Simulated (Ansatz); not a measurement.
Species: H$_{2}$FIn, SMILES `[F][InH2]` (charge 0, multiplicity 1), formula H₂FIn.

Q: How many basis functions does frozen-core CCSD(T)/def2-TZVPP // r2SCAN-D4/def2-TZVP run with Ansatz (a first-principles code) use, how many core orbitals are frozen, and how many electrons are correlated?

A: 109 basis functions and 5 frozen orbitals, which leaves 22 correlated electrons (filled d shells below the valence shell are correlated). Core time is of the order of seconds.
